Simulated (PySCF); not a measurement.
Excitations are Tamm–Dancoff values on a coarser integration grid. The basis has no diffuse functions, so Rydberg states are missing or too high.

## H3IOSi, SMILES `O[SiH2]I` (H–O–Si–I torsion 56°) (charge 0, multiplicity 1)

All values below come from PBE0-D4/def2-TZVP (PySCF 2.14.0).

| Quantity | Value |
|---|---|
| HOMO | -7.69 eV |
| dipole moment | 1.35 D |
| LUMO | -0.28 eV |
| HOMO–LUMO gap | 7.41 eV |
| S1 excitation (TDA) | 6.01 eV |
| S1 oscillator strength | 0.013 |
| T1 excitation (TDA) | 5.50 eV |
| S1–T1 gap (TDA) | 0.51 eV |
| total energy | -664.1691 Ha |
| cost | very roughly 26 core-seconds |

```xyz
6

O      1.2968     0.0144    -0.2912
Si    -0.2779    -0.3243    -0.0116
I     -1.6438     1.7048    -0.0074
H      1.7394     0.6348     0.2906
H     -0.4929    -0.9570     1.3109
H     -0.7195    -1.1880    -1.1230
```
